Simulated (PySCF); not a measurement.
PySCF input file for triaminosilyl (H6N3Si), SMILES N[Si](N)N, multiplicity 2, B3LYP-D3(BJ)/def2-SVP. Geometry: B3LYP-D3(BJ)/def2-SVP. One conformer was computed; it need not be the lowest.

```python
import numpy as np
from pyscf import gto, scf, dft, df
from pyscf.hessian import thermo

mol = gto.M(
    atom='''
    N     0.46467056    1.55617027    0.22876267
    Si    0.00000000    0.00000000   -0.42241832
    N     1.11534770   -1.18050165    0.22876267
    N    -1.58001827   -0.37566862    0.22876267
    H    -0.27123357    2.08762131    0.68945764
    H     1.05867175    2.17195790   -0.31951085
    H     1.35163485   -2.00281558   -0.31951085
    H     1.94354988   -0.80891549    0.68945763
    H    -2.41030659   -0.16914232   -0.31951084
    H    -1.67231630   -1.27870583    0.68945763
    ''',
    basis='def2-SVP',
    charge=0,
    spin=1,
    max_memory=1600,
    verbose=3,
)
mf = dft.UKS(mol, xc='b3lyp').density_fit(auxbasis='def2-universal-jkfit')
mf.disp = 'd3bj'
mf.grids.level = 3
mf.conv_tol = 1e-11
mf.max_cycle = 100
mf.kernel()
fine, coarse = mf.grids, dft.Grids(mol).set(level=1).build(with_non0tab=True)
for _ in range(3):  # follow internal instabilities
    mf.grids = coarse
    mo, _, stable, _ = mf.stability(return_status=True, nroots=4)
    mf.grids = fine
    if stable:
        break
    mf.kernel(mf.make_rdm1(mo, mf.mo_occ))

# [left out here: the lines that compute and print the analytic Hessian (its translational invariance restored by hand, since the grid's response is missing), thermochemistry and intensities]
```

Log of the run:

```

WARN: HOMO -0.156697030432713 >= LUMO -0.156697030432713

converged SCF energy = -457.205296238934  <S^2> = 0.75213076  2S+1 = 2.0021296
<class 'pyscf.df.df_jk.DFUKS'> wavefunction is stable in the internal stability analysis

WARN: DFTD3 does not support analytical Hessian, using finite difference


WARN: Mole.unit (angstrom) is changed to Bohr

Mode                                 0                   1                   2
Irrep
Freq [cm^-1]                      163.9122            163.9633            269.7160
Reduced mass [au]                   1.3370              1.3370              2.0984
Force const [Dyne/A]                0.0212              0.0212              0.0899
Char temp [K]                     235.8332            235.9067            388.0612
Normal mode                   x     y     z       x     y     z       x     y     z
       0   N                -0.03  0.05 -0.04   -0.07 -0.00 -0.02   -0.12  0.00  0.01
       1  Si                 0.03  0.02 -0.00    0.02 -0.03 -0.00    0.05 -0.03 -0.00
       2   N                -0.06 -0.06  0.04    0.03 -0.03 -0.02    0.04 -0.05 -0.02
       3   N                 0.05 -0.03 -0.00    0.00  0.07  0.05    0.01  0.12  0.01
       4   H                 0.08 -0.19  0.41   -0.08 -0.01 -0.03   -0.25 -0.12 -0.05
       5   H                -0.40  0.26 -0.20   -0.01 -0.00  0.05   -0.09  0.09  0.15
       6   H                -0.21 -0.12  0.06    0.36  0.18 -0.20   -0.17 -0.14  0.01
       7   H                 0.08 -0.08 -0.18   -0.19 -0.02  0.37    0.18 -0.12 -0.22
       8   H                 0.02  0.23  0.15    0.02  0.41  0.15    0.07 -0.09 -0.16
       9   H                -0.02 -0.14 -0.23   -0.13 -0.11 -0.34   -0.03  0.25  0.27
Mode                                 3                   4                   5
Irrep
Freq [cm^-1]                      269.8297            318.6922            388.0323
Reduced mass [au]                   2.0988              2.5288              1.1313
Force const [Dyne/A]                0.0900              0.1513              0.1004
Char temp [K]                     388.2248            458.5272            558.2921
Normal mode                   x     y     z       x     y     z       x     y     z
       0   N                -0.04  0.07 -0.02   -0.01 -0.07  0.05   -0.03 -0.02  0.03
       1  Si                 0.03  0.05  0.00   -0.00  0.00 -0.11    0.00 -0.00 -0.03
       2   N                -0.10 -0.09 -0.00   -0.05  0.04  0.05    0.00  0.03  0.03
       3   N                 0.07 -0.06  0.02    0.06  0.03  0.05    0.03 -0.02  0.03
       4   H                -0.12  0.19 -0.28   -0.02 -0.20  0.19   -0.14  0.14 -0.33
       5   H                 0.18 -0.04  0.10   -0.03  0.08  0.18    0.28 -0.15  0.21
       6   H                -0.05  0.04 -0.18    0.08 -0.01  0.18   -0.27 -0.17  0.21
       7   H                -0.13 -0.25  0.19   -0.17  0.12  0.20    0.19  0.05 -0.33
       8   H                -0.00 -0.19  0.08   -0.05 -0.07  0.18   -0.01  0.32  0.21
       9   H                 0.25 -0.04  0.09    0.19  0.09  0.19   -0.05 -0.19 -0.33
Mode                                 6                   7                   8
Irrep
Freq [cm^-1]                      426.5588            426.5734            458.5428
Reduced mass [au]                   1.2081              1.2081              1.3084
Force const [Dyne/A]                0.1295              0.1295              0.1621
Char temp [K]                     613.7231            613.7441            659.7410
Normal mode                   x     y     z       x     y     z       x     y     z
       0   N                 0.02  0.00  0.02    0.04  0.01  0.07   -0.05  0.01 -0.06
       1  Si                 0.01 -0.00  0.00   -0.00 -0.01  0.00    0.00  0.00  0.03
       2   N                 0.01  0.05 -0.07   -0.00  0.00 -0.02    0.03  0.03 -0.06
       3   N                -0.02  0.02  0.05    0.03 -0.03 -0.06    0.01 -0.04 -0.06
       4   H                -0.13 -0.05 -0.15   -0.27 -0.01 -0.38    0.21  0.06  0.28
       5   H                -0.19  0.04 -0.17   -0.33  0.04 -0.33    0.26 -0.04  0.24
       6   H                -0.23 -0.31  0.37    0.02 -0.01  0.01   -0.16 -0.21  0.24
       7   H                -0.12 -0.27  0.40   -0.04 -0.00  0.06   -0.06 -0.21  0.28
       8   H                 0.09 -0.17 -0.19   -0.12  0.31  0.31   -0.10  0.24  0.24
       9   H                 0.07 -0.15 -0.25   -0.16  0.19  0.32   -0.15  0.15  0.28
Mode                                 9                  10                  11
Irrep
Freq [cm^-1]                      726.2471            791.2762            791.2901
Reduced mass [au]                   4.4775              1.5949              1.5954
Force const [Dyne/A]                1.3914              0.5883              0.5886
Char temp [K]                    1044.9080           1138.4703           1138.4903
Normal mode                   x     y     z       x     y     z       x     y     z
       0   N                 0.04  0.12  0.03    0.06  0.01 -0.04   -0.01 -0.10 -0.03
       1  Si                 0.00 -0.00 -0.07    0.05 -0.02  0.00    0.02  0.05  0.00
       2   N                 0.08 -0.09  0.03   -0.06  0.08 -0.00    0.06  0.02  0.05
       3   N                -0.12 -0.03  0.03   -0.06 -0.06  0.04   -0.08  0.02 -0.02
       4   H                 0.01  0.08  0.03   -0.21 -0.32 -0.09   -0.03 -0.11 -0.03
       5   H                 0.05  0.18  0.11    0.06  0.32  0.32   -0.07 -0.10 -0.09
       6   H                 0.13 -0.14  0.11   -0.17  0.20 -0.24   -0.18  0.13 -0.23
       7   H                 0.07 -0.05  0.03    0.01 -0.10  0.01    0.19 -0.34  0.09
       8   H                -0.18 -0.05  0.11    0.05  0.06 -0.08   -0.33 -0.09  0.32
       9   H                -0.07 -0.04  0.03   -0.29 -0.02  0.07    0.28 -0.04 -0.06
Mode                                12                  13                  14
Irrep
Freq [cm^-1]                      816.2653            870.5042            870.5197
Reduced mass [au]                   1.3089              2.7386              2.7395
Force const [Dyne/A]                0.5138              1.2227              1.2231
Char temp [K]                    1174.4240           1252.4618           1252.4841
Normal mode                   x     y     z       x     y     z       x     y     z
       0   N                 0.03  0.00 -0.05   -0.01 -0.09 -0.05   -0.05 -0.02  0.01
       1  Si                -0.00  0.00  0.06   -0.01  0.11 -0.00    0.11  0.01  0.00
       2   N                -0.02 -0.03 -0.05    0.04 -0.07  0.01   -0.07  0.02 -0.05
       3   N                -0.02  0.03 -0.05   -0.00 -0.05  0.03   -0.10 -0.02  0.04
       4   H                -0.22 -0.28 -0.11   -0.13 -0.20 -0.12    0.13  0.18  0.05
       5   H                 0.04  0.23  0.24   -0.01 -0.05  0.01   -0.01 -0.24 -0.19
       6   H                 0.18 -0.15  0.24    0.20 -0.13  0.16    0.07 -0.04  0.11
       7   H                -0.14  0.33 -0.11   -0.02  0.07  0.02   -0.14  0.28 -0.13
       8   H                -0.22 -0.08  0.24    0.16  0.09 -0.17   -0.15 -0.07  0.09
       9   H                 0.35 -0.05 -0.11   -0.31  0.02  0.10   -0.10 -0.00  0.08
Mode                                15                  16                  17
Irrep
Freq [cm^-1]                     1531.4739           1531.5105           1535.0480
Reduced mass [au]                   1.1202              1.1202              1.1087
Force const [Dyne/A]                1.5479              1.5480              1.5392
Char temp [K]                    2203.4500           2203.5027           2208.5924
Normal mode                   x     y     z       x     y     z       x     y     z
       0   N                 0.01  0.07  0.01    0.00  0.01  0.00   -0.00 -0.05 -0.01
       1  Si                -0.01 -0.01 -0.00    0.01 -0.01 -0.00   -0.00 -0.00  0.01
       2   N                -0.02  0.01 -0.00   -0.05  0.04 -0.01   -0.04  0.02 -0.01
       3   N                 0.04  0.02 -0.01   -0.05 -0.02  0.01    0.04  0.02 -0.01
       4   H                -0.24 -0.44  0.17   -0.04 -0.07  0.03    0.17  0.31 -0.12
       5   H                 0.27 -0.41 -0.22    0.04 -0.07 -0.04   -0.19  0.30  0.16
       6   H                 0.17  0.01  0.07    0.47  0.02  0.21    0.36  0.01  0.17
       7   H                 0.09 -0.16 -0.06    0.25 -0.41 -0.16    0.18 -0.31 -0.12
       8   H                -0.15 -0.28  0.15    0.17  0.34 -0.17   -0.17 -0.32  0.17
       9   H                -0.32 -0.01 -0.11    0.40  0.01  0.13   -0.36 -0.01 -0.12
Mode                                18                  19                  20
Irrep
Freq [cm^-1]                     3542.2126           3543.0409           3543.1106
Reduced mass [au]                   1.0508              1.0504              1.0504
Force const [Dyne/A]                7.7685              7.7685              7.7688
Char temp [K]                    5096.4553           5097.6470           5097.7473
Normal mode                   x     y     z       x     y     z       x     y     z
       0   N                 0.01 -0.03 -0.00   -0.01  0.04  0.00   -0.00  0.02  0.00
       1  Si                -0.00  0.00  0.00   -0.00 -0.00 -0.00    0.00 -0.00  0.00
       2   N                -0.03  0.01 -0.00    0.00 -0.00  0.00   -0.05  0.02 -0.00
       3   N                 0.03  0.02 -0.00    0.03  0.03 -0.00   -0.01 -0.01  0.00
       4   H                -0.34  0.24  0.22    0.37 -0.25 -0.24    0.22 -0.15 -0.14
       5   H                 0.23  0.22 -0.21   -0.25 -0.24  0.22   -0.15 -0.15  0.14
       6   H                 0.06 -0.25 -0.16   -0.01  0.04  0.03    0.11 -0.44 -0.29
       7   H                 0.29  0.14  0.17   -0.04 -0.02 -0.03    0.52  0.25  0.31
       8   H                -0.30  0.09 -0.20   -0.37  0.11 -0.25    0.14 -0.04  0.09
       9   H                -0.03 -0.41  0.22   -0.04 -0.49  0.26    0.02  0.19 -0.10
Mode                                21                  22                  23
Irrep
Freq [cm^-1]                     3641.5160           3641.5272           3641.7431
Reduced mass [au]                   1.0952              1.0952              1.0948
Force const [Dyne/A]                8.5568              8.5568              8.5550
Char temp [K]                    5239.3307           5239.3469           5239.6575
Normal mode                   x     y     z       x     y     z       x     y     z
       0   N                 0.05  0.01 -0.04    0.00  0.00 -0.00    0.03  0.01 -0.03
       1  Si                 0.00 -0.00 -0.00    0.00  0.00 -0.00   -0.00  0.00 -0.00
       2   N                 0.01  0.02  0.02    0.02  0.04  0.03   -0.01 -0.03 -0.03
       3   N                 0.02 -0.02  0.02   -0.03  0.03 -0.03   -0.02  0.03 -0.03
       4   H                -0.36  0.27  0.23   -0.03  0.02  0.02   -0.23  0.17  0.15
       5   H                -0.36 -0.38  0.33   -0.03 -0.03  0.03   -0.24 -0.25  0.21
       6   H                 0.06 -0.20 -0.13    0.13 -0.44 -0.29   -0.11  0.36  0.24
       7   H                -0.17 -0.07 -0.09   -0.36 -0.15 -0.20    0.29  0.13  0.16
       8   H                -0.27  0.07 -0.17    0.41 -0.10  0.27    0.36 -0.09  0.23
       9   H                 0.03  0.23 -0.12   -0.04 -0.36  0.18   -0.04 -0.31  0.16
temperature 298.1500 [K]
pressure 101325.00 [Pa]
Rotational constants [GHz] 6.32634 6.32634 3.56176
Symmetry number 3
Zero-point energy (ZPE) 0.07724 [Eh]   202785.608 [J/mol]
                           tot       elec      trans        rot        vib
Entropy [J/mol/K]       324.713      5.763    162.783     96.409     59.758
Cv [J/mol/K]            102.555      0.000     12.472     12.472     77.612
Cp [J/mol/K]            110.869      0.000     20.786     12.472     77.612
Internal energy [J/mol]                      3718.434   3718.434 213742.544
Internal energy [Eh]   -457.12105  -457.20530
Enthalpy [J/mol]                             6197.391   3718.434 213742.544
Enthalpy [Eh]          -457.12011
Gibbs free energy [J/mol]                  -42336.251 -25025.970 195925.747
Gibbs free energy [Eh] -457.15698
mode   freq/cm-1   IR/(km/mol)
   1      163.91        12.364
   2      163.96        12.376
   3      269.72        11.788
   4      269.83        11.810
   5      318.69         8.027
   6      388.03        20.213
   7      426.56        96.645
   8      426.57        96.692
   9      458.54       296.159
  10      726.25         3.509
  11      791.28        15.367
  12      791.29        15.385
  13      816.27        24.238
  14      870.50       103.086
  15      870.52       103.126
  16     1531.47        70.565
  17     1531.51        70.562
  18     1535.05         0.113
  19     3542.21         2.615
  20     3543.04        25.294
  21     3543.11        25.103
  22     3641.52        19.429
  23     3641.53        19.427
  24     3641.74        19.993
max |gradient| / (hartree/bohr): 2.6024396817877257e-05
APT charges: [-0.6939  1.1029 -0.6939 -0.694   0.1546  0.1717  0.1718  0.1545  0.1718
  0.1546]
```

The run converged.

Cost: around 4 core-minutes (rough).
